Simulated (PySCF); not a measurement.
HSE06 on Rh⁻ (rhodium, charge -1), [Kr] 4d8 5s2, high-spin 3F determinant. Computed with PySCF 2.14 in def2-QZVPPD with the def2 core potential (28 electrons) (7s5p4d4f2g, 88 functions), with scalar relativity through the core potential.

```
cycle= 1 E= -110.511248100924  delta_E= -0.0126  |g|= 0.0666  |ddm|= 0.644
cycle= 2 E= -110.509417154315  delta_E= 0.00183  |g|= 0.0946  |ddm|= 0.208
cycle= 3 E= -110.512503634054  delta_E= -0.00309  |g|= 0.00872  |ddm|= 0.102
cycle= 4 E= -110.512532739205  delta_E= -2.91e-05  |g|= 0.000726  |ddm|= 0.0205
cycle= 5 E= -110.512533073811  delta_E= -3.35e-07  |g|= 3.24e-05  |ddm|= 0.00168
cycle= 6 E= -110.512533076142  delta_E= -2.33e-09  |g|= 2.85e-06  |ddm|= 0.000421
cycle= 7 E= -110.512533076155  delta_E= -1.26e-11  |g|= 3.63e-07  |ddm|= 2.99e-05
converged SCF energy = -110.512533076155  <S^2> = 2.007943  2S+1 = 3.0052907
```

Highest occupied orbital energy: 1.103 eV; ⟨L²⟩ = 12.03; populations by l: s 4.00, p 6.00, d 8.00, f 0.00.

Can this result be used?

With care. The run converged. Energies and moments cover only the electrons outside the core potential. At HSE06 the highest occupied level has a positive energy, so only the finite basis holds that electron; in a semilocal or global hybrid functional this comes from self-interaction and does not mean that the real anion is unbound.
